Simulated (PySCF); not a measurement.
## Working out the excitation energy of C

C [He] 2s2 2p2 (3P) → C [He] 2s1 2p3 (5S). All numbers are calculated (PySCF 2.14, the spin-free X2C one-electron Hamiltonian (Gaussian nucleus), in x2c-TZVPPall with one added diffuse shell each of s, p, d type (6s4p3d1f, 40 functions)). Frozen: 1s2. Energies in hartree (1 hartree = 27.21139 eV):

| part | C (lower) | C (upper) |
| --- | --- | --- |
| UHF | -37.707504 | -37.612553 |
| CCSD correlation | -0.086819 | -0.033442 |
| (T) | -0.002084 | -0.000307 |

Question: What does Hartree-Fock give?

Answer: (-37.612553) − (-37.707504) = 0.094951 hartree = 2.584 eV.

Question: What do CCSD and CCSD(T) give?

Answer: The CCSD correlation energies differ by 0.053377 hartree = 1.452 eV and the triples by 0.001777 hartree = 0.048 eV, so CCSD gives 4.036 eV and CCSD(T) 4.084 eV.

Measured between the centres of the two terms (NIST): 4.179 eV, so CCSD(T) (valence) is off by -0.095 eV.

What remains against the reference includes basis incompleteness, the frozen core and higher excitations.
